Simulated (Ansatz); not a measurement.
Basis-set extrapolation for `F[Si]1(Cl)BN1` (PBE0-D4/def2-TZVP geometry, frozen core, Ansatz). Multiplicity 1, RHF reference.

```
                      def2-TZVPP   def2-QZVPP
                 HF  -928.396471  -928.426983
    MP2 correlation    -0.846476    -0.920764
CCSD(T) correlation    -0.913592      not run
```

Energies in hartree. Use E(X) = E(∞) + A·exp(−7.88·√X) for Hartree–Fock and E(X) = E(∞) + B·X^(−2.97) for correlation, with X = 3 and 4, and add CCSD(T) minus MP2 of the smaller set to the MP2 limit.

**Question.** What is the CCSD(T) energy at the basis-set limit?

**Answer.** HF limit: -928.426983 + (-0.030512) × 0.13774 = -928.43119. MP2 limit: -0.920764 + (-0.074288) × 0.74074 = -0.97579. Higher-order term: -0.913592 − (-0.846476) = -0.06712. Total: -929.47410 hartree, 4.46 eV below CCSD(T)/def2-TZVPP.
